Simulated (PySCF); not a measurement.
## Magnetic susceptibility: SMILES C1N([SiH3])N=C(C)C1, C₄H₁₀N₂Si

Geometry:
| atom | x (Å) | y (Å) | z (Å) |
| --- | --- | --- | --- |
| C1 | -2.487 | -0.022 | 0.875 |
| C2 | -1.124 | -0.045 | 0.292 |
| N3 | -0.058 | 0.022 | 0.982 |
| N4 | 1.042 | -0.039 | 0.196 |
| Si5 | 2.621 | 0.238 | 0.831 |
| C6 | 0.671 | -0.124 | -1.222 |
| C7 | -0.861 | -0.161 | -1.200 |
| H8 | -3.033 | -0.923 | 0.595 |
| H9 | -3.044 | 0.837 | 0.501 |
| H10 | -2.421 | 0.038 | 1.957 |
| H11 | 3.080 | 1.612 | 0.569 |
| H12 | 3.509 | -0.685 | 0.116 |
| H13 | 2.505 | -0.029 | 2.255 |
| H14 | 1.113 | -1.024 | -1.656 |
| H15 | 1.061 | 0.745 | -1.759 |
| H16 | -1.315 | 0.667 | -1.747 |
| H17 | -1.266 | -1.095 | -1.594 |

Level of theory: PySCF, GIAO HF/pcSseg-1 magnetisability, rotational g tensor and spin-rotation constants, non-relativistic, gas phase. Geometry: GFN2-xTB.

**Question.** How diamagnetic is it, and how anisotropic?

**Answer.** Isotropic -1164 × 10⁻³⁰ J/T², or -70.1 × 10⁻⁶ cm³/mol; principal values -1249, -1158, -1085 × 10⁻³⁰ J/T², anisotropy 143 × 10⁻³⁰ J/T² (root of half the summed squared differences of the principal values). The susceptibility is in cgs units.

**Question.** Split it along the inertial axes a, b, c into diamagnetic and paramagnetic parts about the centre of mass, with the quadrupole moment.

**Answer.** 
```
axis  χ (10⁻⁶ cm³/mol)  diamagnetic (10⁻⁶ cm³/mol)  paramagnetic (10⁻⁶ cm³/mol)  summed x² of all electrons (Å²)  quadrupole Θ (D Å)
   a             -69.8                      -370.7                        300.9                            218.9               +4.64
   b             -65.4                     -1007.9                        942.6                             68.7               -2.00
   c             -75.1                     -1219.9                       1144.8                             18.7               -2.65
```
Anisotropies 2χaa − χbb − χcc = +0.8 and 2χbb − χaa − χcc = +14.2 × 10⁻⁶ cm³/mol. Θ is traceless in Buckingham's convention.

**Question.** And the rotational g tensor?

**Answer.** 
```tsv
axis	rotational constant (GHz)	g	nuclear part	electronic part
a	5.0024	-0.0558	0.6514	-0.7071
b	1.3792	-0.0157	0.5950	-0.6107
c	1.1185	-0.0074	0.5941	-0.6016
```
Asymmetric top; isotopes 12C, 1H, 14N, 28Si; no vibrational averaging.
